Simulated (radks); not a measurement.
Task: The table gives one normalised radial function P(r) = r R(r) of Os+ in [Xe] 4f14 5d4 6s1 6d2 (r in bohr). Calculated with a radial shooting solver on a logarithmic mesh with Libxc functionals: scalar-relativistic Kohn-Sham, PBE, spin-polarised, spherical densities, point nucleus; open shells are filled with parallel spins first (spin-orbit coupling, left out, can overturn this in heavy ions).

r          P
0.00107   0.0000
0.001729  0.0000
0.002794  0.0000
0.004515  0.0000
0.007297  0.0000
0.01179   0.0002
0.01906   0.0011
0.0308    0.0057
0.04977   0.0276
0.08044   0.1129
0.131     0.3724
0.2118    0.8673
0.3422    1.3237
0.5531    1.2273
0.8938    0.6760
1.444     0.2067
2.334     0.0280
3.772     0.0011
6.097     0.0000
9.853     0.0000
15.92     0.0000

Which n and l does it have? It may be an empty orbital.

Result: n = 4, l = 3: the number of nodes gives n - l - 1 = 0, the rise at small r (about r^(l+1), flatter next to the nucleus through relativity) gives l, and the extent must fit the shell. The curve is that of 4f up; the table hardly tells the two spins apart. 4f up: eigenvalue -74.456 eV, 0 radial nodes, <r> = 0.557 bohr, 90 % of the charge inside 0.911 bohr.
